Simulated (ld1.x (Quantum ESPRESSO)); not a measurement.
# Before and after: PAW potential for As (Z = 33)

arsenic (As), PAW, made with ld1.x (Quantum ESPRESSO) 7.5 (PBE, scalar-relativistic). Core [Ar], reference 3d10 4s2 4p3. Waves: 4s (bound): rcut 1.30, rcutus 1.55 bohr; 4s channel at -0.1 Ry: rcut 1.30, rcutus 1.55 bohr; 4p (bound): rcut 1.90, rcutus 2.45 bohr; 4p channel at 0.05 Ry: rcut 1.90, rcutus 2.45 bohr; 3d (bound): rcut 1.00, rcutus 1.10 bohr; 3d channel at -0.95 Ry: rcut 1.00, rcutus 1.10 bohr. Local part: all-electron potential smoothed inside 1.55 bohr (lloc = -1). Core correction: a·sin(br)/r model core, default radius (ld1.x builds one for every PAW set, though the input has nlcc=.false.). Augmentation charge: BESSEL, radius 0.95 bohr.

Change: waves 3d (bound): rcut 0.66, rcutus 0.70 bohr; 3d channel at -0.95 Ry: rcut 0.66, rcutus 0.70 bohr.

Cutoffs: the cutoffs (Ry, on a coarse ladder) from which the occupation-weighted sum of valence levels, in a spherical-Bessel basis at the reference potential, stays within 10 and 1 mRy of its value at 400 Ry; they do not see the model core or the augmentation charge, which bear on the density cutoff. Errors are all-electron minus pseudo energies relative to the spin-unpolarised reference configuration.

Q: Predict the effect on cutoff, ghosts and configuration errors.

A: The number of tests with a reliable result goes from 7 to 6; of the 6 tests that both files solve, the error grows in 1 and shrinks in 2 by more than 15 % and 0.3 meV (median size 3.5 → 1.3 meV); neither file shows a bound ghost.

| quantity | base | changed |
| --- | --- | --- |
| cutoff, loose | 140 Ry | over 300 Ry |
| cutoff, tight | 200 Ry | over 300 Ry |
| loose cutoff by channel (10 mRy a level) | s 12 Ry, p 8 Ry, d 80 Ry | s 12 Ry, p 8 Ry, d 200 Ry |
| bound ghosts | none | none |
| tests with a reliable result | 7 of 7 | 6 of 7 |
| error for 3d10 4s2 4p1, meV [ΔE 27.07 eV] | +5.0 | 0.0 |
| error for 3d10 4s2 4p0, meV [ΔE 54.77 eV] | +25 | +6.2 |
| error for 3d10 4s1 4p3, meV [ΔE 19.26 eV] | -2.0 | -2.2 |
| error for 3d9 4s2 4p4, meV [ΔE 40.10 eV] | -120 | -161 |
| error for 3d10 4s2 4p2.5, meV [ΔE 3.56 eV] | -0.3 | -0.4 |
| error for 3d10 4s2 4p3.3, meV [ΔE -1.23 eV] | +0.2 | +0.2 |
| s: phases at 2.64 bohr within 0.05 rad from the reference energy up to (Ry; the scan ends near 5) | to the end of the scan | to the end of the scan |
| p: phases at 2.64 bohr within 0.05 rad from the reference energy up to (Ry; the scan ends near 5) | 3.0 | 3.0 |
| d: phases at 2.64 bohr within 0.05 rad from the reference energy up to (Ry; the scan ends near 5) | to the end of the scan | to the end of the scan |
| lowest overlap eigenvalue by channel | s 0.45, p 0.68, d 0.95 | s 0.45, p 0.68, d 1.00 |
